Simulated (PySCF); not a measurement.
5-thiophen-2-ylpyrimidine (C8H6N2S), SMILES c1csc(-c2cncnc2)c1.

Geometry optimised at r2SCAN-D4/def2-SVP. Other conformers were not sampled.

Calculation: PySCF with TDA-ωB97X/def2-SVP.

Vertical excitations. Isolated molecule, no solvent.

Question: Estimate the UV-visible absorptions. (Estimate from the structure and the level; the computed values follow.)

Answer: 
| state | energy (eV) | λ (nm) | f | main pairs |
|---|---|---|---|---|
| S1 | 4.65 | 267 | 0.008 | HOMO−1→LUMO+1 82 % |
| S2 | 4.71 | 263 | 0.047 | HOMO−1→LUMO 59 %, HOMO−1→LUMO+2 13 %, HOMO→LUMO 12 %, HOMO−2→LUMO 9 % |
| S3 | 5.01 | 248 | 0.547 | HOMO→LUMO 79 % |
| S4 | 5.39 | 230 | 0.028 | HOMO→LUMO+1 72 %, HOMO−5→LUMO 12 % |
| S5 | 5.86 | 212 | 0.096 | HOMO−2→LUMO 68 % |
| S6 | 6.23 | 199 | 0.003 | HOMO−3→LUMO+1 50 %, HOMO−3→LUMO 36 % |
| S7 | 6.25 | 199 | 0.003 | HOMO−3→LUMO 43 %, HOMO−3→LUMO+1 41 %, HOMO−3→LUMO+2 9 % |
| S8 | 6.64 | 187 | 0.011 | HOMO→LUMO+3 60 %, HOMO→LUMO+2 24 % |
| S9 | 6.85 | 181 | 0.015 | HOMO−2→LUMO+3 32 %, HOMO→LUMO+2 30 %, HOMO−2→LUMO+1 9 % |
| S10 | 6.92 | 179 | 0.013 | HOMO−2→LUMO+3 20 %, HOMO→LUMO+2 17 %, HOMO−2→LUMO+1 12 %, HOMO→LUMO+3 11 % |
| T1 | 3.14 | 395 | 0 | HOMO→LUMO 84 % |
| T2 | 4.06 | 305 | 0 | HOMO−1→LUMO+1 76 % |
| T3 | 4.32 | 287 | 0 | HOMO→LUMO+1 54 %, HOMO−4→LUMO+1 15 % |
| T4 | 4.40 | 281 | 0 | HOMO→LUMO+2 26 %, HOMO−2→LUMO 19 %, HOMO−4→LUMO 15 %, HOMO→LUMO+1 15 % |
Triplets are in the Tamm–Dancoff approximation.
